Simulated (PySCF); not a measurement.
C2H6OSi2, SMILES C1[SiH2][Si@@H](C=1)O. Heavy atoms are numbered as in [OH:1][Si@@H:2]1[CH:3]=[CH:4][SiH2:5]1. Hydrogens are named by the atom that carries them.

The structure is a stationary point at B3LYP-D3(BJ)/def2-SVP. The structure was generated by enumeration; whether it is a known compound was not checked. The values are those of a single conformer.

Level of theory: PySCF with PBE/def2-TZVP.

ESP charges are fitted to the potential on shells at 1.4 to 2.0 van der Waals radii. Atomic charges (e), one atom of each kind:

```json
[
 {"atom": "O1 (OH)", "meta-Löwdin": "-0.71", "Mulliken": "-0.48", "ESP fit": "-0.60"},
 {"atom": "Si2 (SiH)", "meta-Löwdin": "0.72", "Mulliken": "…", "ESP fit": "0.45"},
 {"atom": "C3 (CH)", "meta-Löwdin": "-0.34", "Mulliken": "…", "ESP fit": "-0.31"},
 {"atom": "C4 (CH)", "meta-Löwdin": "-0.29", "Mulliken": "…", "ESP fit": "-0.11"},
 {"atom": "Si5 (SiH2)", "meta-Löwdin": "0.26", "Mulliken": "…", "ESP fit": "-0.05"},
 {"atom": "H on O1", "meta-Löwdin": "0.35", "Mulliken": "0.31", "ESP fit": "0.41"},
 {"atom": "H on Si2", "meta-Löwdin": "-0.09", "Mulliken": "-0.02", "ESP fit": "-0.05"},
 {"atom": "H on C3", "meta-Löwdin": "0.12", "Mulliken": "0.11", "ESP fit": "0.16"},
 {"atom": "H on C4", "meta-Löwdin": "0.12", "Mulliken": "…", "ESP fit": "0.13"},
 {"atom": "H on Si5", "meta-Löwdin": "-0.07", "Mulliken": "-0.02", "ESP fit": "-0.01"}
]
```

Problem. Complete the blanks. (The exact figures need the calculation; the answer reports its results.)

Solution. 
- Si2 (SiH), Mulliken: 0.35
- C3 (CH), Mulliken: -0.21
- C4 (CH), Mulliken: -0.15
- Si5 (SiH2), Mulliken: 0.03
- H on C4, Mulliken: 0.11

Problem. Give the Mayer and Wiberg (Löwdin basis) orders of the bonds. (An estimate is asked for; the answer gives what the named calculation found.)

Solution. 
| bond | Mayer | Wiberg |
|---|---|---|
| O1–Si2 | 1.22 | 1.69 |
| Si2–C3 | 0.93 | 1.09 |
| C3–C4 | 1.81 | 2.04 |
| Si2–Si5 | 0.91 | 1.01 |
| C4–Si5 | 0.97 | 1.13 |
